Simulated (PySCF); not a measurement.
## SMILES CN(C)/C([O-])=C/C=O, [C₅H₈NO₂]-, charge -1

Geometry:
```tsv
atom	x (Å)	y (Å)	z (Å)
C1	-1.151	1.232	0.828
N2	-0.975	0.043	0.057
C3	-2.004	-0.944	0.160
C4	0.293	-0.375	-0.444
O5	0.335	-1.472	-1.021
C6	1.396	0.506	-0.238
C7	2.677	0.216	-0.756
O8	3.713	0.885	-0.639
H9	-0.608	2.075	0.377
H10	-0.810	1.145	1.884
H11	-2.222	1.502	0.851
H12	-1.682	-1.798	-0.451
H13	-2.976	-0.565	-0.213
H14	-2.167	-1.296	1.203
H15	1.303	1.426	0.342
H16	2.704	-0.748	-1.335
```

Total charge -1.

Method used: quadratic response CAM-B3LYP/aug-cc-pVDZ first hyperpolarisability, Taylor convention, gas phase (PySCF 2.14.0). Geometry: PBE0-D3(BJ)/def2-SVP.

For a gas-phase anion, states above the detachment energy (about 2.3 eV, taken as minus the energy of the highest occupied orbital) lie in the continuum and depend on the basis.

(1) Give the tensor of the static β(0;0,0) in the axes of these coordinates.

Results:

(1) In au, Taylor convention; rows are the first index (the induced dipole):
|  | xx | yy | zz | xy | xz | yz |
| --- | --- | --- | --- | --- | --- | --- |
| x | +185.1 | +215.3 | +103.5 | +189.4 | +94.1 | -85.6 |
| y | +189.4 | -115.4 | -5.1 | +215.3 | -85.6 | -110.8 |
| z | +94.1 | -110.8 | -547.4 | -85.6 | +103.5 | -5.1 |

Norm of βᵢ = ⅓ Σⱼ (βᵢⱼⱼ + βⱼᵢⱼ + βⱼⱼᵢ): 759.5 au, hyper-Rayleigh value 337.4 au.
